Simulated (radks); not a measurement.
Values are calculated unless marked as measured or tabulated.
Valence configurations of Ti II (all share [Ar]). Level of theory: non-relativistic Kohn-Sham, PBE, spin-polarised, spherical densities, point nucleus; open shells are filled with parallel spins first (a radial shooting solver on a logarithmic mesh with Libxc functionals). Energies are relative to 3d2 4s1; eigenvalues in eV for spin up.

| valence | E (eV) | moment (Bohr magnetons) | e(3d) | e(4p) | e(4s) |
|---|---|---|---|---|---|
| 3d2 4s1 | 0.000 | 3 | -12.250 | - | -10.853 |
| 3d1 4s1 4p1 | 6.928 | 3 | -17.640 | -8.865 | -13.165 |
| 3d2.5 4s0.5 | -0.431 | 3 | -10.378 | - | -10.021 |
| 3d1.5 4s1 4p0.5 | 3.019 | 3 | -14.859 | -7.963 | -12.019 |
| 3d1 4s2 | 3.808 | 1 | -16.529 | - | -11.991 |
| 3d2 4s0.5 4p0.5 | 1.912 | 3 | -12.769 | -7.321 | -11.153 |
| 3d3 | -0.384 | 3 | -8.761 | - | - |
| 3d0.5 4s2 4p0.5 | 8.667 | 1 | -19.565 | -8.807 | -13.220 |
| 3d2 4p1 | 3.829 | 3 | -13.278 | -7.606 | - |
| 4s1 4p2 | 17.788 | 3 | - | -10.561 | -15.363 |

NIST lists [Ar] 3d2 4s1 as the ground configuration; this level of theory puts 3d2.5 4s0.5 lower, by 0.431 eV. The energies are those of spherical high-spin densities, not of single terms.
